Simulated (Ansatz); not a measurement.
Clusters of 5 atoms, halide: r2SCAN-D4/def2-TZVP single points in Ansatz on relaxed structures, gas phase. Each cluster is the lowest isomer that a short search found in that spin, judged at the geometry's level, and lower ones may exist. Core potentials for Au, I, Rb, no spin–orbit coupling. HOMO and LUMO are taken over both spins. Binding counts from free atoms in the multiplicity of their measured ground term, without zero-point energy. A dash marks a value that wasn't run or was left out as unsound. The structures are stationary points that may keep the symmetry of their start.

```json
{"species": "Na2Cl3", "atoms": "5", "state": "doublet", "geometry": "PBE-D4/def2-SVP", "HOMO (eV)": "-6.33", "LUMO (eV)": "-5.53", "gap (eV)": "0.80", "binding per atom (eV)": "–", "lowest of the spins relaxed": "–", "point group (within 0.1 Å)": "C2v"}
{"species": "Au3I2", "atoms": "5", "state": "doublet", "geometry": "PBE-D4/def2-SVP", "HOMO (eV)": "-5.89", "LUMO (eV)": "-5.09", "gap (eV)": "0.80", "binding per atom (eV)": "1.81", "lowest of the spins relaxed": "–", "point group (within 0.1 Å)": "Cs"}
{"species": "Li3Cl2", "atoms": "5", "state": "doublet", "geometry": "PBE0-D4/def2-TZVP", "HOMO (eV)": "-3.59", "LUMO (eV)": "-1.99", "gap (eV)": "1.60", "binding per atom (eV)": "2.49", "lowest of the spins relaxed": "doublet, of doublet/quartet", "point group (within 0.1 Å)": "C2v"}
```

Problem. Estimate the rows for Rb2H3 (doublet, r2SCAN-D4/def2-TZVP geometry).

Solution. 
| species | atoms | state | geometry | HOMO (eV) | LUMO (eV) | gap (eV) | binding per atom (eV) | lowest of the spins relaxed | point group (within 0.1 Å) |
| --- | --- | --- | --- | --- | --- | --- | --- | --- | --- |
| Rb2H3 | 5 | doublet | r2SCAN-D4/def2-TZVP | -1.98 | -1.46 | 0.52 | 1.41 | – | – |

The gap (eV) runs from 0.52 (Rb2H3) to 1.60 (Li3Cl2).
